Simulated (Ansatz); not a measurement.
`BCBCl` + CH₃OH → `BCOC` + `BCl`  (substitution at a C–B bond)

Isolated molecules relaxed with PBE0-D4/def2-TZVP in Ansatz; ΔE leaves out vibrations. CBS: MP2 limit from def2 TZ/QZ plus the TZ coupled-cluster correction, frozen cores. This one scheme is used for every species. DFT in def2-TZVPP. One conformer a species, not always the lowest.

`BCBCl`:

Z-matrix (Å, degrees):
```
C
B 1 1.549
B 1 1.554 2 108.2
H 1 1.089 2 114.0 3 128.9
H 1 1.104 2 103.3 3 -109.9
Cl 2 1.749 1 121.1 3 -111.6
H 2 1.193 1 122.5 3 66.9
H 3 1.197 1 119.8 2 -60.2
H 3 1.196 1 121.2 2 118.9
```

CH₃OH:

Z-matrix (Å, degrees):
```
C
O 1 1.409
H 1 1.097 2 112.4
H 1 1.090 2 107.0 3 -118.5
H 1 1.097 2 112.4 3 123.0
H 2 0.959 1 108.5 3 -61.6
```

`BCOC`:

```xyz
11

B    -1.016    0.439    1.676
C    -0.027   -0.068    0.601
O    -0.329    0.322   -0.712
C     0.596   -0.163   -1.645
H    -1.964    1.112    1.402
H    -0.802    0.134    2.814
H     0.990    0.264    0.893
H     0.029   -1.173    0.687
H     1.610    0.208   -1.438
H     0.286    0.186   -2.630
H     0.626   -1.262   -1.649
```

`BCl`:

```xyz
4

B     0.080   -0.063    0.114
Cl   -0.825    0.654   -1.178
H     0.992   -0.774   -0.167
H    -0.246    0.184    1.232
```

```tsv
level	ΔE (kcal/mol)
LDA (SPW92)	25.8
PBE-D4	25.9
PBE0-D4	26.3
BHLYP-D4	24.2
ωB97X-V	24.2
r2SCAN	26.1
MP2/def2-SVP	25.4
HF/def2-TZVPP	22.0
```

Task: What does CCSD(T)/CBS give? (Estimate.)

Result: Ansatz gave: +26.2 kcal/mol. The listed levels differ from it by -0.4, -0.3, 0.1, -2.0, -2.0, -0.1, -0.8, -4.2 kcal/mol.

Largest T1 diagnostic among the species: 0.012.

Leaving LDA and LC-ωPBE aside and taking each functional with its dispersion term where it has one, the values, not all of them listed here, spread over 3.0 kcal/mol, from BLYP-D4 to PBE-QIDH. In def2-TZVPP, CCSD(T) changes the Hartree–Fock value by +3.3 kcal/mol (the triples alone add +0.3 kcal/mol) and MP2 by +5.0 kcal/mol. At CCSD(T), def2-SVP lies −2.8 kcal/mol from the extrapolated value and def2-TZVPP −0.9 kcal/mol.
